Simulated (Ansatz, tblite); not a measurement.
Adding an electron: Sn₂Se⁺ (the lowest doublet isomer of a short search). Total charge 1; doublet. Geometry: r2SCAN-D4/def2-TZVP. Ansatz, gas phase; energy differences of separate SCF runs; the reduced species is a singlet (the triplet lies 0.66 eV higher at PBE0-D4/def2-TZVP).

Cartesian coordinates in Å:
```
Sn 1.272 0.657 0.947
Sn -1.697 0.249 -0.082
Se 0.425 -0.907 -0.866
```

In the def2 sets Sn takes a core potential; there is no spin–orbit coupling. The xTB rows come from tblite. The structure comes from a short search, and lower isomers may exist.

```json
{"level": "PBE-D4/def2-TZVP", "−HOMO (eV)": "9.99", "−LUMO (eV)": "9.15", "vertical EA (eV)": "6.71", "HOMO–LUMO gap (eV)": "0.84"}
{"level": "r2SCAN-D4/def2-TZVP", "−HOMO (eV)": "10.36", "−LUMO (eV)": "8.93", "vertical EA (eV)": "6.72", "HOMO–LUMO gap (eV)": "1.43"}
{"level": "PBE0-D4/def2-TZVP", "−HOMO (eV)": "10.83", "−LUMO (eV)": "8.43", "vertical EA (eV)": "6.72", "HOMO–LUMO gap (eV)": "2.40"}
```

Task: Estimate the rows for GFN1-xTB, GFN2-xTB.

Result: 
```tsv
level	−HOMO (eV)	−LUMO (eV)	vertical EA (eV)	HOMO–LUMO gap (eV)
GFN1-xTB	–	–	11.68	–
GFN2-xTB	–	–	11.73	–
```

  HOMO and LUMO are the levels of the spin that leaves or enters (xTB has no such levels and no spin-polarisation term). Other spin states of the ions may lie lower, which would lower the ionisation energy or raise the affinity. Raw xTB energy differences between charge states are shifted by several eV; the methods need an empirical correction for them.
